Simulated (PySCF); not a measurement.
# Calculated NMR parameters of N#C[C@H](O[SiH2]C(F)(F)F)C(F)(F)F

```yaml
Formula: C4H3F6NOSi
SMILES: N#C[C@H](O[SiH2]C(F)(F)F)C(F)(F)F
Point_group_of_the_computed_structure: C1
Degrees_of_unsaturation: 2
Carbon_signals: 4
Proton_signals: 3
```

Bonds (- single, = double, # triple, : aromatic): N1#C2, C2-C3, C3-O4, O4-Si5, Si5-C6, C6-F7, C6-F8, C6-F9, C3-C10, C10-F11, C10-F12, C10-F13. C3 carries H14; Si5 carries H15, H16. Stereochemistry as in N#C[C@H](O[SiH2]C(F)(F)F)C(F)(F)F. H16 is pro-R; H15 is pro-S.

Computed data (PySCF 2.14.0 with density-fitted response routines): GFN2-xTB structure, shieldings: GIAO PBE0/pcSseg-1. Averaged over atoms made equivalent by symmetry, fast rotation or ring inversion, no relativistic terms, gas phase, single conformer.

Scale: $^{1}$H (σref 31.72) and $^{13}$C (σref 186.93) and $^{29}$Si (σref 349.16) vs TMS; CFCl3 for $^{19}$F (σref 170.95); $^{15}$N (σref 267.73) vs NH3; $^{17}$O (σref 336.08) vs H2O (reference shieldings calculated alike).

| carbon | δC, type | δH (multiplicity) | HMBC from (2–3 bonds) | span of the C tensor (ppm) |
| --- | --- | --- | --- | --- |
| C2 | 116.3, C | – | H14 | 337 |
| C3 | 65.4, CH | 5.08 (m) | H15, H16 | 43 |
| C6 | 136.0, C | – | H15, H16 | 7 |
| C10 | 131.3, C | – | H14 | 9 |

Other nuclei:
```csv
atoms,nucleus,environment,δ (ppm),σ (ppm)
H15,$^{1}$H,"hydrogen on a silicon bonded to C, O",5.05,26.67
H16,$^{1}$H,"hydrogen on a silicon bonded to C, O",4.92,26.80
F7/F8/F9,$^{19}$F,fluorine of a CF3 group,-78.3,249.3
F11/F12/F13,$^{19}$F,fluorine of a CF3 group,-87.4,258.3
Si5,$^{29}$Si,"silicon bonded to C, O, 2 H",-33.2,382.4
N1,$^{15}$N,nitrile nitrogen,319.5,-51.8
O4,$^{17}$O,"oxygen bonded to C, Si",13.9,322.2
```

1. Carbon types of the structure: 3 × C, 1 × CH, leaving 2 H on heteroatoms.
2. δC 136.0, 131.3: CF3 carbon; 3 electronegative neighbours deshield it.
3. δC 116.3: nitrile carbon; C≡N carbons fall here, among the sp2 signals but without a proton.
4. δC 65.4: sp3 CH bonded to O, α to a nitrile; pulled downfield by the heteroatom.
5. δH 5.08: hydrogen on an sp3 CH bonded to O, α to a nitrile; its carbon carries O, hence the downfield position.
6. δH 5.05, 4.92: hydrogen on a silicon bonded to C, O.

Splittings by $^{19}$F in the carbon and heteronuclear signals aren't shown, as no couplings were computed. Shifts are as computed. Against solution values, carbons near 30 ppm lie about +3 ppm off and those near 130 ppm about +5 ppm. Of 1211 compounds with measured shifts, 218 miss one by over three times the rms of a fit or turn the order of signals round; such compounds aren't used in these exercises. Unscaled 19F shifts against computed CFCl3 carry errors that often reach 10 to 50 ppm. Experimental scales use liquid or dissolved standards, which lie at an offset from isolated NH3 (liquid NH3: subtract about 20 ppm) and H2O (liquid H2O: subtract about 36 ppm). Unscaled 15N shifts of sp2 nitrogen come out 20 to 40 ppm too high even then. Multiplicities follow the n + 1 count of equivalent neighbours, as no J values were calculated; m marks all less simple cases, F and P coupling included.
